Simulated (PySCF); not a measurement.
## Checking a proposed structure

A compound C5H3F3O gives the data below (simulated from a calculation) and was assigned the structure `O=CC#CCC(F)(F)F`.

¹³C{¹H} NMR (computed): δ 201.7 (C), 126.3 (C), 108.4 (CH, 2C), 21.5 (CH).

¹H NMR (300 MHz, computed): δ 6.59 (m, 2H), 2.71 (m, 1H).

- structure optimised with GFN2-xTB
- σ from GIAO-PBE0/pcSseg-1
- code: PySCF 2.14
- rapidly exchanging positions averaged, one conformer, no solvent, relativity neglected

Scale: TMS for ¹H and ¹³C (reference shieldings calculated alike).

(1) Compare with the shifts computed for the proposed structure, pairing carbons in order of shift.

(2) Which isomer fits?

Results:

(1) Numbering as in the mapped SMILES `[O:1]=[CH:2][C:3]#[C:4][CH2:5][C:6]([F:7])([F:8])[F:9]`; H(Xn) means a hydrogen on atom n.

| atom | computed for proposal | given list | difference |
| --- | --- | --- | --- |
| C2 | 180.0 | 201.7 | -21.7 |
| C6 | 133.4 | 126.3 | +7.1 |
| C4 | 93.6 | 108.4 | -14.8 |
| C3 | 90.5 | 108.4 | -17.9 |
| C5 | 29.8 | 21.5 | +8.3 |

The rms difference is 15.0 ppm and the largest -21.7 ppm at C2 (aldehyde carbonyl carbon). The proposal also would give 5 carbon signals, not 4. The carbon types in order of shift don't match either: CH, C, C, C, CH2 for the proposal against C, C, CH, CH, CH in the data. The proposal doesn't fit.

(2) SMILES O=C(C1C=C1)C(F)(F)F.

Carbon types of the structure: 2 × C, 3 × CH, which accounts for all hydrogens. δC 201.7: ketone carbonyl carbon; low-lying n→π* states of the double bond to the heteroatom give a large paramagnetic term (-263 ppm). δC 126.3: CF3 carbon; 3 electronegative neighbours deshield it. δC 108.4: alkene CH; an sp2 carbon of a C=C bond. δH 6.59: hydrogen on an alkene CH; attached to an sp2 carbon and in the plane of the double bond.

This is the structure that produced the data.

Splittings by ¹⁹F in the carbon and heteronuclear signals aren't shown, as no couplings were computed. Shifts are as computed. Against solution values, carbons near 30 ppm lie about +3 ppm off and those near 130 ppm about +5 ppm (rms about the fit 2.1 ppm; single classes can miss by 10 ppm). Of 1328 compounds with measured shifts, 309 miss one by over three times the rms of a fit or turn the order of signals round; such compounds aren't used in these exercises. Signals without a measured value on file couldn't be tested in this way; 1H shifts scatter by 0.2 ppm about their fit, and single ones miss by 0.5 ppm. No couplings were computed; multiplicities are counted from neighbouring protons, with m where these are inequivalent, close in shift, in a saturated or five-membered ring or joined by F or P, and br s for small geminal =CH2 splittings.
